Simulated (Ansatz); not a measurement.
Input file for Ansatz (a quantum-chemistry and plane-wave program): U-BHLYP/def2-TZVPP on BN-, 2S+1 = 2, a spin state set in the input, which need not be the lowest, a point of a bond scan (R = 1.277 Å). Charge -1.

Ansatz 0.2 input:
```yaml
crystal:
  periodic: [false, false, false]
  atoms:
    - {symbol: B, position_ang: [0.00000000, 0.00000000, 0.00000000]}
    - {symbol: N, position_ang: [0.00000000, 0.00000000, 1.27724100]}
basis:
  gaussian:
    orbitals: def2-TZVPP
    pivot_positions_ang: [[0.00000000, 0.00000000, 0.00000000], [0.00000000, 0.00000000, 1.27724100]]
hamiltonian:
  xc: {name: BHLYP}
total_charge: -1
magnetization: {spin_polarized: true, initial_magnetization: 1}
output: {forces: true, orbitals: {seedname: ./end}}
```

Program output:

```
WARN ansatz: RAYON_NUM_THREADS=2 ignored (pool sized by the plan → 2); use --threads N
Functional definition: BHLYP
integrals: 0.01 GiB planned
378 factors; their error is unknown
mean field: 0.14 GiB planned
mean field evaluation 1: about -2162.6473 eV, gradient 5.9e0 eV
mean field evaluation 2: about -2162.7874 eV, gradient 7.2e0 eV
mean field evaluation 4: about -2163.0638 eV, gradient 1.2e0 eV
mean field evaluation 8: about -2163.1506 eV, gradient 1.7e-1 eV
mean field evaluation 16: about -2163.1653 eV, gradient 1.2e-4 eV
mean field -2163.16532487 eV, -79.4948594428 hartree, gradient 2.4e-5 eV, S^2 0.767406; 1 other end points of the search recorded, 0 dependent functions left out
the calculation of the forces begins
reference -2163.16542933 eV, -79.4948632815 hartree; 7, 6 occupied and 55, 56 virtual orbitals, 378 factors
Total energy: -2163.16542933 eV, -79.4948632815 hartree
Atom 0 at     0.000000     0.000000     0.000000 Å, force     0.000000     0.000000     1.430233 eV/Å
Atom 1 at     0.000000     0.000000     1.277241 Å, force    -0.000000    -0.000000    -1.430233 eV/Å
Dipole moment:     0.000000    -0.000000    -0.234783 e Å
```

The calculation finished and met its thresholds.

Cost: about 1.0 core-seconds (a rough figure).
